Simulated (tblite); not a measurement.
Compound: C7H11P.
Structure used (GFN2-xTB), in Å, numbered top down from 1:
```
atom  x, y, z in Å
C1    -1.6284   -2.3312    0.2212
C2    -0.8485   -1.3338   -0.1719
C3    -0.8416   -0.0155    0.4557
C4    -0.3456    1.2116   -0.2584
C5    -1.1650    2.4751   -0.1676
P6     0.7472    0.7311    1.1636
C7     2.0028   -0.2200    0.2518
C8     3.0319   -0.7768    0.8732
H9    -2.3134   -2.2216    1.0456
H10   -1.6137   -3.2900   -0.2668
H11   -0.1703   -1.4773   -1.0025
H12   -1.6741    0.1507    1.1357
H13    0.0726    1.0371   -1.2474
H14   -2.0298    2.4117   -0.8287
H15   -0.5720    3.3401   -0.4593
H16   -1.5198    2.6291    0.8496
H17    1.9161   -0.2775   -0.8269
H18    3.1431   -0.7149    1.9436
H19    3.7986   -1.3190    0.3428
```

Method: GFN2-xTB as coded in tblite; computed harmonic values from a numerical Hessian at the method's own geometry, unscaled. The method is semi-empirical: single wavenumbers can be off by several per cent or more. One conformer, not necessarily the lowest.

Harmonic wavenumbers (cm⁻¹): 35.1, 73.4, 145.1, 180.1, 189.6, 198.8, 218.3, 292.1, 338.7, 412.0, 429.3, 545.7, 574.1, 667.6, 685.9, 722.1, 870.8, 883.5, 890.6, 947.0, 967.3, 988.5, 997.0, 1009.0, 1017.0, 1074.2, 1101.6, 1152.8, 1185.2, 1231.1, 1239.5, 1301.9, 1351.5, 1396.1, 1410.4, 1419.7, 1488.9, 1492.6, 1647.1, 1680.0, 2981.3, 2995.0, 2997.1, 3012.2, 3022.8, 3029.2, 3060.6, 3084.6, 3103.5, 3110.7, 3133.0.

A = 1800, B = 1524, C = 932.7 MHz; mass 126.060 u (most abundant isotopes); point group C1, symmetry number 1.

Question: What is the zero-point energy?

Answer: Half the sum of the wavenumbers: 33991 cm⁻¹ = 97.18 kcal/mol.

Question: What is S at 400 K and 1 bar for an ideal gas of classical rigid rotors and harmonic oscillators?

Answer: Translation 41.89, rotation 30.10, vibration 39.24: S = 111.2 cal/(mol K).

Question: And Cp and H(400 K) − H(0)?

Answer: Cp = 48.16 cal/(mol K), of which vibrations give 40.22 (their classical limit is 51 R = 101.3); H(400 K) − H(0) = 11.33 kcal/mol without the zero-point energy, 8.15 from vibrations.

Question: Which modes carry the vibrational entropy at 400 K?

Answer: 35.1 cm⁻¹: 6.10; 73.4 cm⁻¹: 4.64; 145.1 cm⁻¹: 3.30; 180.1 cm⁻¹: 2.88; 189.6 cm⁻¹: 2.79; 198.8 cm⁻¹: 2.70 cal/(mol K); the other 45 give 16.84 together.

Question: What must be added to the electronic energy to get the Gibbs energy at 400 K and 1 bar?

Answer: ZPE + [H(400 K) − H(0)] − T·S = 97.18 + 11.33 − 44.49 = 64.02 kcal/mol.

Question: Blend soft modes into free rotors: weight 1/[1 + (100 cm⁻¹/ν̃)⁴] for the oscillator and the rest for a rotor with moment μB/(μ + B), μ = h/(8π²ν), B = 10⁻⁴⁴ kg m². What vibrational entropy results?

Answer: 36.28 cal/(mol K) in place of 39.24, which changes −T·S at 400 K by +1.18 kcal/mol.

Hindered rotation and anharmonicity are outside this model. Other conformers, if any are populated, would add a mixing term that is left out. The structure is chiral; the term R ln 2 for an equal mix with its mirror image is left out.
